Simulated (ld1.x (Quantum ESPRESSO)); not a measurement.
# Zr (Z = 40) TM: all-electron and pseudo phase curves

```
Element                 : zirconium (Zr)
Generator               : ld1.x (Quantum ESPRESSO) 7.5
Type                    : norm-conserving Troullier–Martins (Kleinman–Bylander form)
Functional              : PBEsol
Relativity              : scalar-relativistic
Frozen core             : [Kr]
Valence charge          : 4
Reference configuration : 4d3 5s1 5p0
Partial waves           : 5s (bound): rc 3.05 bohr; 5p (bound, empty): rc 4.15 bohr; 4d (bound): rc 2.05 bohr
Local potential         : all-electron potential smoothed inside 2.80 bohr (lloc = -1)
Core correction         : none
```

The phase is arctan(r·u′/u) with u = r·R(r), unwrapped; energies in Ry, scanned from -2 to 5 Ry. A pole is an energy at which the radial function vanishes at the test radius. The pseudo phase is shifted by a multiple of π to meet the all-electron one at the reference energy, and phase errors are pseudo minus all-electron; the curves can meet again beyond the range given. Levels narrower than the energy grid can be missing from the lists of poles.

For each channel, where are the poles, and over which energies does the pseudopotential scatter like the atom?

```tsv
channel	radius (bohr)	reference energy (Ry)	poles, all-electron	poles, pseudo	unbroken range about the reference energy with phases within 0.05 rad	phase error 1 Ry above the reference energy (rad)
s	4.50	-0.28	0.09, 2.71	0.04, 0.22, 2.78	below 0.1	-3.088
p	4.50	-0.08	0.59, 3.36	0.53, 1.48, 4.12	below 0.7	-0.196
d	4.50	-0.17	-0.09, 1.64, 4.61	-0.09, 1.69, 4.91	below 0.6	+0.034
```

Phases in the p channel:

```csv
E (Ry),all-electron,pseudo
-2.00,1.404,1.403
-1.76,1.391,1.389
-1.52,1.374,1.373
-1.28,1.352,1.350
-1.04,1.320,1.319
-0.80,1.271,1.269
-0.56,1.180,1.177
-0.32,0.946,0.943
-0.08,-0.109,-0.109
0.16,-1.225,-1.233
0.40,-1.478,-1.496
0.64,-1.587,-1.630
0.88,-1.664,-1.813
1.12,-1.743,-4.037
1.36,-1.863,-4.647
1.60,-2.162,-4.756
1.84,-3.381,-4.837
2.08,-4.276,-4.947
2.32,-4.494,-5.210
2.56,-4.586,-6.463
2.80,-4.638,-7.442
3.04,-4.675,-7.649
3.28,-4.704,-7.733
3.52,-4.729,-7.782
3.76,-4.753,-7.815
4.00,-4.780,-7.842
4.24,-4.812,-7.865
4.48,-4.857,-7.889
4.72,-4.932,-7.914
4.96,-5.106,-7.945
```
